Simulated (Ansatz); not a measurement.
Relaxation of C₂H₅ClInN (10 atoms, charge 0, multiplicity 1), to a largest force component of 0.015 eV/Å in at most 40 steps.

Computed with RKS PBE0-D4/def2-SVP (Ansatz).

```xyz
10
Properties=species:S:1:pos:R:3
C -0.995 2.120 1.292
N -0.933 0.876 1.290
In 0.206 -0.064 -0.307
C 0.626 -2.238 -0.740
Cl 1.089 1.579 -1.718
H -0.524 2.789 0.556
H -1.558 2.621 2.083
H 1.635 -2.317 -1.137
H -0.096 -2.626 -1.451
H 0.555 -2.756 0.213
```

Problem. Where does it end, and by what steps?

Solution. The run converged. After 9 steps the energy has fallen by 0.162 eV; H9 moved furthest, 0.11 Å.

```tsv
step	energy less start (eV)	largest force component (eV/Å)	accepted
0	0.0000	2.021	yes
1	-0.1280	0.376	yes
2	-0.0899	1.023	no
3	-0.1543	0.125	yes
4	-0.1610	0.082	yes
5	-0.1610	0.081	yes
6	-0.1612	0.101	yes
7	-0.1616	0.030	yes
8	-0.1616	0.025	yes
9	-0.1617	0.006	yes
```

```xyz
10
Properties=species:S:1:pos:R:3
C -0.971 2.071 1.253
N -0.908 0.807 1.267
In 0.195 -0.112 -0.251
C 0.614 -2.160 -0.696
Cl 1.075 1.568 -1.695
H -0.493 2.740 0.505
H -1.548 2.596 2.043
H 1.615 -2.235 -1.141
H -0.130 -2.522 -1.421
H 0.556 -2.769 0.216
```

The run took 30 s on 2 threads of AMD EPYC 7R13 Processor (Zen 3), on a shared host, peak memory 0.29 GiB.
